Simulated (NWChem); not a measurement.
Molecule: CBr, doublet; SMILES [C]Br

```xyz
2

C      0.0000     0.0000    -1.5089
Br     0.0000     0.0000     0.2632
```
Atoms are numbered in this order, from 1.

Program: NWChem. Pople sets run with spherical d functions. Spin-unrestricted. The state is orbitally degenerate and is run as one real component. Geometry: optimised at PBE0-D3(BJ)/def2-TZVP, spin-unrestricted. No stability test was run on the SCF state. B3LYP is NWChem's, with the RPA form of VWN correlation. Vzz is the largest principal value of the second derivative of the potential at the nucleus (NWChem prints the opposite sign); η is the asymmetry. Non-relativistic.

```json
[
 {"level": "B3LYP/def2-SVP", "Vzz Br2 (a.u.)": "-3.506", "η Br2": "0.84", "relative time": "1"},
 {"level": "B3LYP/cc-pVTZ", "Vzz Br2 (a.u.)": "-3.354", "η Br2": "0.79", "relative time": "40"},
 {"level": "UHF/def2-TZVP", "Vzz Br2 (a.u.)": "3.930", "η Br2": "0.76", "relative time": "6"},
 {"level": "UHF/6-31G*", "Vzz Br2 (a.u.)": "3.681", "η Br2": "0.72", "relative time": "2"}
]
```

Times are rough ratios from one shared machine.
